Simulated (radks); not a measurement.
Coulomb parameter of the 4f shell of the holmium ion Ho3+ in the model configuration [Xe] 4f8 5d2, as a second difference U = [E(n + 0.5) + E(n - 0.5) - 2 E(n)] / (0.5)^2 with all orbitals relaxed. "Bare": the charge of the atom changes with n. "Screened": the 5d shell takes up the change at fixed total charge, which measures U(4f,4f) + U(5d,5d) - 2 U(4f,5d). Method: Dirac Kohn-Sham, PBE, spin-unpolarised, spherical densities, finite nucleus; open shells are shared between the two j in proportion to 2j + 1; Fermi nuclear charge, rms radius 5.2022 fm; computed with a radial shooting solver on a logarithmic mesh with Libxc functionals.

case              configuration  E - E(n) (eV)
start              [Xe] 4f8 5d2          0.000
bare +0.5        [Xe] 4f8.5 5d2        -22.621
bare -0.5        [Xe] 4f7.5 5d2         27.901
screened +0.5  [Xe] 4f8.5 5d1.5        -10.068
screened -0.5  [Xe] 4f7.5 5d2.5         11.687

U(bare) = 21.121 eV, U(screened by 5d) = 6.478 eV.
